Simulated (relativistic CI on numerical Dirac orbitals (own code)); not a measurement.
# Gd⁸⁺: q coefficients and field-shift factors

Method of calculation: Dirac-Coulomb-Breit CI, orbitals from a KLI potential per configuration, derivatives by finite differences, unscaled Slater integrals, QED left out (own radial code, finite nucleus).

Configurations in the expansion (outside the closed core [Kr] 4d10 5s2): 4f6.5p2. The list is cut by size and lacks configurations that can hold low levels.

With x = (α/α₀)² − 1 an excitation energy changes as ω = ω₀ + qx; K = 2q/ω₀ is the relative enhancement. Terms are leading LS components, so labels can repeat. The field-shift factor is F = δν/δ⟨r²⟩ for the transition from the lowest level.

Lowest level 4f6.5p2 9G_0.

| Level | ω₀ (cm⁻¹) | q (cm⁻¹) | K | F (GHz/fm²) |
| --- | --- | --- | --- | --- |
| 4f6.5p2 9G_1 | 614.3 | 1688 | 5.5 | -0.0215 |
| 4f6.5p2 9G_2 | 1597.4 | 4122 | 5.16 | -0.0607 |
| 4f6.5p2 9G_3 | 2804.7 | 6602 | 4.71 | -0.105 |
| 4f6.5p2 9F_4 | 4267.1 | 8700 | 4.08 | -0.135 |
| 4f6.5p2 9F_5 | 6166.9 | 10130 | 3.29 | -0.132 |
| 4f6.5p2 9F_6 | 8872.3 | 10360 | 2.33 | -0.0574 |
| 4f6.5p2 5D_0 | 24301.9 | -2876 | -0.237 | 0.245 |
| 4f6.5p2 9F_1 | 25499.8 | 41670 | 3.27 | -2.97 |
| 4f6.5p2 9F_2 | 27484.6 | 47160 | 3.43 | -3.3 |
| 4f6.5p2 7F_1 | 27745.6 | 10360 | 0.747 | -0.41 |
| 4f6.5p2 9F_3 | 30294.5 | 49690 | 3.28 | -3.4 |
| 4f6.5p2 7F_2 | 31993.1 | 9496 | 0.594 | -0.05 |
| 4f6.5p2 9F_7 | 33015.7 | 55300 | 3.35 | -3.34 |

At this charge configurations can still be misplaced by up to about 7 % of their energy. Terms inside the open d or f shell come out 10 to 20 % too wide with unscaled integrals. Levels and lines within the n = 5 or 6 shells can be off by up to 10 % or somewhat more, and those that change n by about 2 %, since core polarisation is missing.
